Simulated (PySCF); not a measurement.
SMILES N#Cc1cccs1 (C5H3NS) at its B3LYP/def2-SVP optimised geometry (Å):

```
10

N     -2.2912    -2.7034     0.0004
C     -1.5765    -1.7863     0.0002
C     -0.7070    -0.6646     0.0000
C      0.6770    -0.6646     0.0000
C      1.2222     0.6473     0.0000
C      0.2524     1.6226     0.0000
S     -1.3391     0.9639    -0.0002
H      1.2661    -1.5820     0.0001
H      2.2912     0.8629     0.0001
H      0.3897     2.7034     0.0000
```

Level of theory: B3LYP/def2-TZVP (PySCF).

Map of the electron localisation function on the plane z = 0.8 Å:

```
|                           |
|                           |
|                           |
|             :=:           |
|            :#%%=          |
|            -%@@+          |
|       ..   -#@%=          |
|      -++-..-*#*:          |
|     :*%%#+=+*#*-. ...     |
|     =%@@@%#**##+--+#*.    |
|    .+%@@@%#*+#%#+*%@%-    |
|     =#@@@%*-.=##*#@@@=    |
|     .=*%%#+. .*#**#%*:    |
|       .-+**-.-##+:::.     |
|         -*###*#*=.        |
|        .-*#%%#**-.        |
|     .:-=+******#*-        |
|    .:=****=::-*%@#-       |
|    :-+###*-. .+@@@=       |
|   .=+*###*-   -%@#:       |
|   -+#%##*+-    -=.        |
|   -*%@%#+=:               |
|   :*%%%*=:.               |
|    -*##+-.                |
|     :==:.                 |
|                           |
|                           |
```
Scale: ten equal steps from 0.000 (start of ' ') to 0.955 (end of '@'), in the order ' .:-=+*#%@'; x runs from -5.00 to 5.00, y from -5.00 (bottom) to 5.00 (top).
